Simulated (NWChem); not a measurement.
System: SiH₂O₂, singlet; SMILES O[Si]O

Here is an NWChem input.

```
start job
memory heap 200 mb stack 900 mb global 1100 mb
geometry units angstroms noautoz
  Si     0.626107     0.020542     0.000000
  O     -0.411497     1.317374     0.000000
  H     -1.354995     1.103873     0.000000
  O     -0.518460    -1.209484     0.000000
  H     -0.167354    -2.106665     0.000000
end
basis spherical
  * library 6-31+g*
end
dft
  xc hfexch
  iterations 150
  vectors input atomic output neutral.movecs
end
task dft energy
charge 1
dft
  odft
  mult 2
  vectors input atomic output cation.movecs
end
task dft energy
charge -1
dft
  odft
  mult 2
  vectors input atomic output anion.movecs
end
task dft energy
```

NWChem printed, in part:

```
             Northwest Computational Chemistry Package (NWChem) 7.3.0
             --------------------------------------------------------

 CS  symmetry detected

                             Geometry "geometry" -> ""
                             -------------------------

 Output coordinates in angstroms (scale by  1.889725989 to convert to a.u.)

  No.       Tag          Charge          X              Y              Z
 ---- ---------------- ---------- -------------- -------------- --------------
    1 Si                  14.0000     0.63194579     0.02520488     0.00000000
    2 O                    8.0000    -0.42459519     1.30665580     0.00000000
    3 H                    1.0000    -1.36485532     1.07931897     0.00000000
    4 O                    8.0000    -0.49443010    -1.22150075     0.00000000
    5 H                    1.0000    -0.13018346    -2.11342763     0.00000000

 Effective nuclear repulsion energy (a.u.)     102.7744431639

      Symmetry information
      --------------------

 Group name             Cs
 Group number              2
 Group order               2
 No. of unique centers     5

  xc_inp: hfexch multiplicative factor not found.

                                 NWChem DFT Module
                                 -----------------

 Summary of "ao basis" -> "ao basis" (spherical)
 ------------------------------------------------------------------------------
       Tag                 Description            Shells   Functions and Types
 ---------------- ------------------------------  ------  ---------------------
 Si                         6-31+g*                 10       22   5s4p1d
 O                          6-31+g*                  8       18   4s3p1d
 H                          6-31+g*                  2        2   2s

      Symmetry analysis of basis
      --------------------------

        a'         46
        a"         16

            General Information
            -------------------
          SCF calculation type: DFT
          Wavefunction type:  closed shell.
          No. of atoms     :     5
          No. of electrons :    32
           Alpha electrons :    16
            Beta electrons :    16
          Charge           :     0
          Spin multiplicity:     1
          Use of symmetry is: on ; symmetry adaption is: on
          Maximum number of iterations: 150
          AO basis - number of functions:    62
                     number of shells:    30
          Convergence on energy requested:  1.00D-06
          Convergence on density requested:  1.00D-05
          Convergence on gradient requested:  5.00D-04

              XC Information
              --------------
                     Hartree-Fock (Exact) Exchange  1.000

      Superposition of Atomic Density Guess
      -------------------------------------

 Sum of atomic energies:        -439.32772662

      Non-variational initial energy
      ------------------------------

 Total energy =    -439.967510
 1-e energy   =    -811.497487
 2-e energy   =     268.755534
 HOMO         =      -0.284662
 LUMO         =      -0.023251

      Symmetry analysis of molecular orbitals - initial
      -------------------------------------------------

  Numbering of irreducible representations:

     1 a'          2 a"

  Orbital symmetries:

     1 a'          2 a'          3 a'          4 a'          5 a'
     6 a'          7 a"          8 a'          9 a'         10 a'
    11 a'         12 a'         13 a"         14 a'         15 a"
    16 a'         17 a"         18 a'         19 a'         20 a'
    21 a"         22 a'         23 a'         24 a'         25 a'
    26 a'

   convergence    iter        energy       DeltaE   RMS-Dens  Diis-err
 ---------------- ----- ----------------- --------- --------- ---------
 d= 0,ls=0.0,diis     1   -439.7788832213 -5.43D+02  1.25D-02  7.61D-01
 d= 0,ls=0.0,diis     2   -439.8329660974 -5.41D-02  4.27D-03  3.19D-01
 d= 0,ls=0.0,diis     3   -439.8630168808 -3.01D-02  1.40D-03  3.41D-03
 d= 0,ls=0.0,diis     4   -439.8637630097 -7.46D-04  4.80D-04  1.18D-04
 d= 0,ls=0.0,diis     5   -439.8638064172 -4.34D-05  1.94D-04  7.89D-06
  Resetting Diis
 d= 0,ls=0.0,diis     6   -439.8638091937 -2.78D-06  5.56D-05  1.93D-06
 d= 0,ls=0.0,diis     7   -439.8638095141 -3.20D-07  1.89D-05  1.03D-07
 d= 0,ls=0.0,diis     8   -439.8638095427 -2.86D-08  6.45D-06  3.03D-08

         Total DFT energy =     -439.863809542662
      One electron energy =     -813.825298741820
           Coulomb energy =      308.772634213231
    Exchange-Corr. energy =      -37.585588177990
 Nuclear repulsion energy =      102.774443163917

 Numeric. integr. density =        0.000000000000

                  Occupations of the irreducible representations
                  ----------------------------------------------

                     irrep           alpha         beta
                     --------     --------     --------
                     a'               13.0         13.0
                     a"                3.0          3.0

                       DFT Final Molecular Orbital Analysis
                       ------------------------------------

 Vector   14  Occ=2.000000D+00  E=-5.530173D-01  Symmetry=a"
              MO Center= -3.8D-01, -1.9D-01,  7.3D-15, r^2= 2.2D+00
   Bfn.  Coefficient  Atom+Function         Bfn.  Coefficient  Atom+Function
  ----- ------------  ---------------      ----- ------------  ---------------
    47      0.446282  4 O  pz                27      0.365867  2 O  pz
    51      0.335124  4 O  pz                31      0.274591  2 O  pz
     9      0.172033  1 Si pz                 5     -0.075870  1 Si pz
    55      0.056160  4 O  pz                21      0.047460  1 Si d  1
    35      0.036298  2 O  pz

[...]
```

Level: Hartree-Fock/6-31+G* (spherical d), vertical spin-unrestricted ions. Low-valent species are run as closed-shell singlets; no triplet was tried in these runs. Structure relaxed at the PBE0/def2-SVP level.
